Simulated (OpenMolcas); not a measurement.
**2s² 2p³ along the 7-electron sequence**

| Item | Value |
| --- | --- |
| Program | OpenMolcas |
| Method | SS-RASPT2, IPEA 0.25 Eh, imaginary shift 0.1 Eh |
| Basis | ANO-RCC-VQZP |
| Scalar Hamiltonian | DKH2, point nucleus |
| Spin-orbit coupling | RASSI with atomic mean-field integrals over the reference wave functions, term energies averaged over their components |

Active space for each ion: 3 electrons in 9 orbitals (RAS2 2p; RAS3 3s 3d, at most 1 electron); closed shells correlated by CASPT2: 1s 2s.

Computed levels in cm-1 above ⁴S°_3/2:

| Level | N | O+ | F2+ | Ne3+ |
| --- | --- | --- | --- | --- |
| ²D°_3/2 | 19330 | 27310 | 34830 | 41920 |
| ²D°_5/2 | 19330 | 27310 | 34840 | 41940 |
| ²P°_1/2 | 32800 | 44840 | 56430 | 67550 |
| ²P°_3/2 | 32800 | 44840 | 56440 | 67580 |
| weight of ⁴S° in the lowest level (%) | 100 | 100 | 100 | 100 |

Measured, with the error of the calculation in %. Measured levels: N, O+ from NIST Handbook of Basic Atomic Spectroscopic Data.

```
  Level              N             O+
²D°_3/2   19233 (+0.5)   26831 (+1.8)
²D°_5/2   19224 (+0.6)   26811 (+1.9)
²P°_1/2  28839 (+13.7)  40470 (+10.8)
²P°_3/2  28839 (+13.7)  40468 (+10.8)
```

²D°_3/2 changes by a factor of 2.17 over the same range, with steps per unit of Z of +7980, +7520, +7090 cm-1.

Term energies are means over components that CASPT2 splits; among the terms shown or strongly mixed into the levels shown the widest spread is 170 cm-1 (2s² 2p³ ²D°, N). With the s shell closed, the reference lacks s² → p² mixing. No level of 2s² 2p² 3d was computed, though it lies in the active space (holds for N). Computed and measured levels are paired by configuration, term and J; levels that our copy of the source lacks, or whose pairing is in doubt (as where it misses far off the trend of its configuration), stay unpaired and out of the deviations. Only configurations of the active space appear.

° marks odd parity.
